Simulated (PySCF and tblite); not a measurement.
Results of a calculation; reference values are marked as such.
3 regioisomers of C₇H₁₂:

```csv
isomer,SMILES
A,[CH3:1][C@:2]12[CH2:3][CH2:4][C@H:5]([CH2:6]1)[CH2:7]2
B,[CH3:1][C@@H:2]1[CH2:3][C@H:4]2[CH2:5][C@@H:6]1[CH2:7]2
C,[CH3:1][C@H:2]1[C@H:3]2[CH2:4][CH2:5][C@@H:6]1[CH2:7]2
```

Protocol: conformer search, at most 6 conformers an isomer, GFN2-xTB geometries, energies PBE0/pcSseg-1 (D3(BJ) added where defined), GIAO shieldings PBE0/pcSseg-1, weights at 298.15 K with GFN2-xTB thermal terms. Programs: PySCF with density fitting and tblite.

Q: What shifts does each isomer give (ppm; of two unlike H on one atom, a is the less shielded)?

A: 
A: ¹H (against TMS): 2.31 (H5, 1H), 1.77 (H4, 2H), 1.44 (H3, 2H), 1.30 (H1, 3H), 1.25 (H6a/H7a, 2H), 0.87 (H6b/H7b, 2H). ¹³C (against TMS): 49.2 (C2), 44.4 (C6/C7), 38.2 (C5), 35.5 (C3), 32.5 (C4), 22.5 (C1).

B: ¹H (against TMS): 2.34 (H4, 1H), 2.08 (H6, 1H), 2.04 (H2, 1H), 1.86 (H3a, 1H), 1.67 (H5a, 1H), 1.49 (H7a, 1H), 1.12 (H1, 3H), 1.06 (H7b, 1H), 1.01 (H3b, 1H), 0.95 (H5b, 1H). ¹³C (against TMS): 46.2 (C6), 42.5 (C5), 41.2 (C4), 37.8 (C3), 36.8 (C2), 35.4 (C7), 21.1 (C1).

C: ¹H (against TMS): 2.13 (H3/H6, 2H), 1.68 (H2, 1H), 1.58 (H4a/H5a, 2H), 1.55 (H4b/H5b, 2H), 1.35 (H7a, 1H), 0.72 (H1, 3H), 0.67 (H7b, 1H). ¹³C (against TMS): 42.9 (C2), 42.6 (C3/C6), 38.9 (C7), 25.3 (C4/C5), 13.6 (C1).

Shifts are unscaled: against experiment ¹³C can be off by 15 ppm or more and ¹H by 0.8 ppm.
